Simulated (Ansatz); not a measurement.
One change: `[S]=[Nb]([Cl])([Cl])[Cl]` becomes `[OH][Nb](=[S])([Cl])[Cl]`.

Ansatz, PBE0-D4/def2-TZVP geometries, multiplicity 1. Each molecule was computed in one conformer, which needn't be the lowest.

Elements past krypton have def2 core potentials.

| property | `[S]=[Nb]([Cl])([Cl])[Cl]` |
| --- | --- |
| zero-point energy (PBE0-D4/def2-TZVP) / kJ/mol | 15.2 |
| HOMO energy (ωB97M-V/def2-TZVPP) / eV | -10.55 |
| ideal-gas entropy at 298 K and 1 bar (rigid rotor, harmonic PBE0-D4/def2-TZVP) / J/(mol·K) | 367 |
| LUMO energy (PBE/def2-TZVPP) / eV | -4.03 |
| HOMO–LUMO gap (B3LYP/def2-TZVPP) / eV | 4.71 |
| size of the dipole moment (PBE/def2-TZVPP) / D | 0.70 |

Question: What does the change do to each property? (An estimate is asked.)

Answer: Computed: 
```
                                                                                  property  `[OH][Nb](=[S])([Cl])[Cl]`  shift
                                            zero-point energy (PBE0-D4/def2-TZVP) / kJ/mol                        46.7   31.5
                                                     HOMO energy (ωB97M-V/def2-TZVPP) / eV                      -10.26   0.29
ideal-gas entropy at 298 K and 1 bar (rigid rotor, harmonic PBE0-D4/def2-TZVP) / J/(mol·K)                         371      4
                                                         LUMO energy (PBE/def2-TZVPP) / eV                       -3.55   0.48
                                                     HOMO–LUMO gap (B3LYP/def2-TZVPP) / eV                        4.91   0.20
                                            size of the dipole moment (PBE/def2-TZVPP) / D                        2.29   1.59
```

With PBE0 the HOMO rises by 0.28 eV and the LUMO rises by 0.49 eV, so the gap widens by about 0.21 eV. PBE moves the HOMO by 0.27 eV and ωB97M-V by 0.29 eV. The zero-point energy changes by 31.5 kJ/mol with +3 modes. Dipoles are sizes alone; their direction can turn.

B3LYP here is the variant with VWN-RPA as its local correlation; programs differ in this.
